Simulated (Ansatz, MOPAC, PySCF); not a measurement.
Dimer: NH3 (SMILES N) (first 4 atoms) with C2H3N (SMILES CC#N); geometry from B3LYP-D3(BJ)/def2-TZVP.
(charge 0, multiplicity 1):
```tsv
atom	x (Å)	y (Å)	z (Å)
N	-0.0534	0.0041	0.1706
H	0.6499	0.3073	-0.4937
H	0.3704	-0.7143	0.7493
H	-0.7955	-0.4377	-0.3603
C	-0.3981	1.2411	3.2766
C	0.2775	-0.0374	3.4193
N	0.8108	-1.0534	3.4962
H	-1.3432	1.2308	3.8200
H	0.2264	2.0436	3.6701
H	-0.5858	1.4075	2.2139
```

Interaction energies are E(AB) − E(A) − E(B) at the monomers' geometry in the complex; basis-set methods are counterpoise corrected.

Rows in 6-31G* carry no dispersion term and start afresh at each structure (6-31G* with six Cartesian d functions). The state that AM1 reach isn't checked.

Codes used: Ansatz (an electronic-structure program) with Gaussian orbitals; MOPAC for AM1 (differences of heats of formation); PySCF for 6-31G* rows, the dispersion terms. Values without a source in brackets are computed.

**Question.** One of these levels gives -14.9 kJ/mol for the interaction energy. Which one is it?
(A) AM1
(B) HF/6-31G*
(C) BHLYP-D4/def2-TZVPPD
(D) CAM-B3LYP/def2-TZVPPD

**Answer.** D, CAM-B3LYP/def2-TZVPPD. The others give -4.6 (AM1), -12.2 (HF/6-31G*), -18.8 (BHLYP-D4/def2-TZVPPD)
